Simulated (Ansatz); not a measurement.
Harmonic frequencies (cm⁻¹) at PBE0-D4/def2-TZVP from Ansatz: 86, 130, 163, 226, 258, 314, 327, 393, 521, 597, 756, 807, 921, 1000, 1140, 1224, 1526, 1774, 3006, 3089, 3930.

Each molecule was computed in one conformer, which needn't be the lowest.

Q: Which molecule is it?
A. `CC1=C[SiH2]1`
B. `Cl[C]1=[CH][GeH2]1`
C. `C=C1C=C1`
D. `C=N[Si](O)(F)Cl`

A: D.
